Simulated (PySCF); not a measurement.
Exercise with solution: dipole moment from atomic charges

CH5BeN, SMILES [CH3][Be][NH2]. Atoms are numbered in the order given.

```xyz
8

Be    -0.0537    -0.0254     0.0486
C      1.1270     0.4139    -1.0717
H      2.0418    -0.1765    -0.9643
H      1.4155     1.4640    -0.9532
H      0.7845     0.2973    -2.1042
N     -1.1083    -0.4080     1.0535
H     -1.5230    -1.3222     1.1426
H     -1.5077     0.2119     1.7404
```
Charge 0, spin multiplicity 1.

Geometry optimised at B3LYP-D3(BJ)/def2-TZVP. One conformer was computed; it need not be the lowest.

Charges (e) from PBE/def2-TZVPD (PySCF):

```csv
atom,ESP fit,IAO
Be1,1.093,1.435
C2,-1.299,-1.103
H3,0.262,0.151
H4,0.265,0.150
H5,0.262,0.151
N6,-1.550,-1.319
H7,0.484,0.268
H8,0.483,0.268
```

The dipole moment of the full density is 0.94 D.

### Question
What dipole moment does each set of point charges give, and which comes closer to that of the density?

### Answer

μ = Σ q r, and 1 e Å = 4.8032 D.
ESP fit: Σ q r = (-0.155, -0.051, 0.149) e Å, |μ| = 1.06 D.
IAO: Σ q r = (-0.031, -0.015, 0.029) e Å, |μ| = 0.22 D.
ESP fit comes closer in size. Point charges leave out the atoms' own dipoles (lone pairs, polarised bonds); fits to the potential absorb them, partitions of the density don't.
